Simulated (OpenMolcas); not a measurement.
**Te IV: effect of the basis set**

```json
{"Program": "OpenMolcas 26.06", "Method": "RASSCF", "Active space": "1 electron in 9 orbitals (RAS2 5p; RAS3 5d 6s, at most 1 electron)", "State averaging": "2S+1 = 2 odd, 3 roots; 2S+1 = 2 even, 6 roots", "Spin-orbit coupling": "state interaction with AMFI integrals over the reference wave functions, term energies averaged over their components"}
```

A. ANO-RCC-VQZP [8s7p5d3f2g], DKH2, point nucleus; cost roughly 14 core-seconds
B. ANO-R3 [8s7p5d4f3g2h], X2C, finite nucleus; cost roughly 20 core-seconds
C. ANO-RCC [10s9p8d5f3g], DKH2, point nucleus; cost of the order of 24 core-seconds

Energies in cm⁻¹ above 5s² 5p ²P°_1/2, the measured ground level; measured values from Moore, Atomic Energy Levels, vol. III, NSRDS-NBS 35 (1971 reprint of NBS Circular 467, 1958).

```
         Level       A       B       C  Measured
5s² 5p ²P°_1/2     0.0     0.0     0.0       0.0
5s² 5p ²P°_3/2    8062    8149    8240      9223
 5s² 5d ²D_3/2  123025  126027  122563    127445
 5s² 5d ²D_5/2  123911  127062  123325    128216
 5s² 6s ²S_1/2  138415  133909  132033    133456
```

Deviations, from unrounded energies. A percentage is the sum of absolute deviations over the sum of measured energies, with the sign that they share, or ± where signs differ.

```csv
Against measurement,Levels,A,B,C
mean absolute deviation (cm-1),4,3700,1000,3000
fine structure of the ground term (%),1,-12.6,-11.6,-10.7
other configurations (%),3,±3.5,±0.8,-2.9
```

B lies closest to measurement on these levels and A furthest from it. The largest miss of B in the table is 5s² 5d ²D_3/2, by -1400 cm-1. The ranking rests on the paired levels alone, and a cruder setting can come out closer through cancelling errors.

Among A to C the level of the table that moves most is 5s² 6s ²S_1/2, by 6400 cm-1 (lowest in C, highest in A).

ANO sets are built for valence states and can reach diffuse excited orbitals poorly, and with the s shell closed the s pⁿ⁺¹ terms that mix with these levels are absent. With one active electron the reference holds no correlation, so core polarisation is missing. Measured partners are found by configuration, term and J. A level has none where our copy of the source lacks it or the pairing is in doubt (some pairs that miss far off the trend of their configuration count as doubtful), and it then counts in no deviation. Levels of configurations outside the active space are missing.

° marks odd parity.
